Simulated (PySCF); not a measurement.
NMR data simulated for an unnamed compound:

1H NMR (300 MHz, computed): δ 4.62 (br s, 1H), 4.61 (br, 2H), 3.55 (m, 1H), 2.24 (m, 2H), 1.66 (m, 2H), 1.47 (m, 1H), 1.45 (m, 1H).

13C{1H} NMR (computed): δ 57.6 (CH), 36.1 (CH2), 15.1 (CH2).

Computed data (PySCF 2.14.0 with density-fitted response routines): B3LYP/pcJ-1 coupling constants (spin–dipole term only in couplings to heteroatoms), GIAO PBE0/pcSseg-1 shieldings, PBE0-D3(BJ)/def2-SVP geometry. Relativity neglected, single conformer, in vacuum, fast rotation and ring inversion assumed for equivalent nuclei.

Chemical shifts δ = σref − σ; 1H and 13C vs TMS, all at this level.

Problem. Which of these does the molecule contain: an ester, an amide, an OH group, an NH or NH2 group?

Solution. 
- An ester: no.
- An amide: no.
- An OH group: no.
- An NH or NH2 group: yes (δH 4.62 (br s)).

The data belong to `BNC1CCC1`, C$_{4}$H$_{10}$BN; they needn't prove each group on their own.

Carbon signals by region: 1 at 50–100 ppm, 2 below 50 ppm.

The OH or NH signal is concentration- and solvent-dependent in practice; the value given is the gas-phase one. Hydrogens on boron are broadened and split by 11B (spin 3/2, 80 %) and 10B (spin 3). Multiplet labels drop couplings under 1 Hz and merge nearly equal ones. Couplings among chemically equivalent protons are left out too, so labels in AA′BB′ or AA′XX′ sets are apparent multiplicities. Unscaled 3J(H,H) at this level run about 10 % above measured values. Shifts are as computed. Against solution values, carbons near 30 ppm lie about +2 ppm off and those near 130 ppm about +5 ppm. Of 1313 compounds with measured shifts, 239 miss one by over three times the rms of a fit or turn the order of signals round; such compounds aren't used in these exercises. Couplings to exchangeable protons are dropped. Vicinal couplings across rotatable single bonds and in flexible rings belong to the one computed conformer; a conformer average would change them.
